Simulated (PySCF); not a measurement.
Polarisability and C₆ of Os²⁺ (osmium, charge +2)

[Xe] 4f14 5d6, high-spin 5D determinant. All numbers are calculated (PySCF 2.14, a scalar-relativistic core potential, in aug-cc-pVQZ-PP with ECP60MDF (7s7p6d4f3g2h, 135 functions)). Coupled (time-dependent) response in atomic units; α is the mean over directions.

| method | mean α (bohr³) | α xx, yy, zz | C₆ (like pair) | S(−4) |
| --- | --- | --- | --- | --- |
| PBE0 | 11.23 | 11.48, 11.48, 10.75 | 71.19 | 37.68 |

S(−4) is the Cauchy moment in α(ω) = α(0) + S(−4) ω² + …

Spin-orbit coupling is absent.

α(iu) at PBE0:

| u (hartree) | α(iu) (bohr³) |
| --- | --- |
| 0 | 11.23 |
| 0.0500 | 11.14 |
| 0.100 | 10.88 |
| 0.200 | 10.01 |
| 0.300 | 8.984 |
| 0.500 | 7.147 |
| 0.750 | 5.488 |
| 1.00 | 4.333 |
| 1.50 | 2.878 |
| 2.00 | 2.035 |
| 3.00 | 1.152 |
| 5.00 | 0.5001 |

For an ion, C₆ is the dispersion term alone; charge-induced terms of lower order in 1/R come first.

The components differ because the open shell of this determinant is not spherical; for a pure term their mean is the scalar polarisability.

Energies and moments cover only the electrons outside the core potential. Spin-orbit coupling, absent here, splits the open shell strongly.
